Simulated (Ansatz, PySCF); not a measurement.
This PySCF input computes a PBE0/def2-TZVPD energy:

```python
from pyscf import gto, scf, dft

mol = gto.M(
    atom='''
    C     2.01962942    0.03654930   -0.25219718
    C     0.84107937   -0.24744500    0.00776197
    C    -0.56243470   -0.49639828    0.27901808
    O    -1.41500704    0.62914212   -0.10445646
    H    -0.75143795   -0.68065096    1.34701849
    H    -0.94041737   -1.37362502   -0.26678270
    H    -0.77773291    1.26490288   -0.45208132
    ''',
    basis='def2-tzvpd',
    charge=-1,
    spin=0,
    verbose=4,
)

mf = dft.RKS(mol, xc='pbe0').density_fit(auxbasis='def2-universal-jkfit')
mf.grids.level = 3
mf.conv_tol = 1e-9
mf.max_cycle = 100
mf.max_memory = 1500
mf.kernel()
if not mf.converged:
    mf = mf.newton()
    mf.kernel(mf.make_rdm1())
mf.analyze()
```

Problem. Write an input for the same energy in Ansatz (a first-principles code) and say what it gives.

Solution. 
Ansatz 0.2 input:
```yaml
crystal:
  periodic: [false, false, false]
  atoms:
    - {symbol: C, position_ang: [2.01962942, 0.03654930, -0.25219718]}
    - {symbol: C, position_ang: [0.84107937, -0.24744500, 0.00776197]}
    - {symbol: C, position_ang: [-0.56243470, -0.49639828, 0.27901808]}
    - {symbol: O, position_ang: [-1.41500704, 0.62914212, -0.10445646]}
    - {symbol: H, position_ang: [-0.75143795, -0.68065096, 1.34701849]}
    - {symbol: H, position_ang: [-0.94041737, -1.37362502, -0.26678270]}
    - {symbol: H, position_ang: [-0.77773291, 1.26490288, -0.45208132]}
basis:
  gaussian:
    orbitals: def2-TZVPD
hamiltonian:
  xc: {name: PBE0}
total_charge: -1
output: {forces: true}
```
It gives -191.10850 Eh, and PySCF -191.10854 Eh, a difference of 0.04 mEh, from the treatment of integrals and grids.

It need not be the lowest isomer of its formula. Whether it binds its extra electron was not tested at this geometry.
